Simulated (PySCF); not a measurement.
Gas-phase reaction: 4 AlH₃ + CH₂FCF₃ + C₄H₁₀ (isobutane) + 2 C ⇌ 4 Al(CH₃)₂F

Method: PySCF energies plus ideal-gas RRHO corrections (1 bar). † marks an energy on the PBE0/def2-TZVP geometry and frequencies; other levels use their own. MP2 freezes the core. Open shells (unrestricted): C (multiplicity 3, electronic degeneracy 9); the rest are closed-shell singlets. Spin-orbit splitting is ignored; it lowers the true energy and changes the entropy of C. Methyl groups turn as free rotors in Al(CH₃)₂F. AlH₃, Al(CH₃)₂F: computed as isolated molecules; such fragments, hydroxides, amides, oligomers or adducts are transient or little studied in the gas. MP2 isn't extrapolated to the basis-set limit; its ΔH°(298 K) is -2646.3 kJ in def2-SVP and -2787.5 kJ in def2-TZVPP. The harmonic model lacks anharmonicity and excited electronic states, which grow with temperature; levels with a mode under 35 cm⁻¹ are left out. Internal rotation in CH₂FCF₃, C₄H₁₀ (isobutane) is treated as a harmonic vibration of one conformer, which makes the entropy rough.

| level | ΔE electronic, kJ | ΔH°(298 K), kJ | ΔS°(298 K), J/K | ΔG°(1600 K), kJ |
|---|---|---|---|---|
| MP2/def2-SVP† | -2744 | -2646 | -421 | -1948 |
| PBE0/def2-SVP† | -2767 | -2669 | -421 | -1971 |
| PBE0/def2-TZVP | -2827 | -2729 | -421 | -2030 |
| r2SCAN/def2-TZVP† | -2847 | -2748 | -421 | -2050 |
| LDA/def2-TZVP† | -3040 | -2942 | -421 | -2244 |
| ωB97M-V/def2-TZVP† | -2804 | -2706 | -421 | -2008 |
ΔH° is lowest at LDA/def2-TZVP† and highest at MP2/def2-SVP†. No reference value is set beside these.
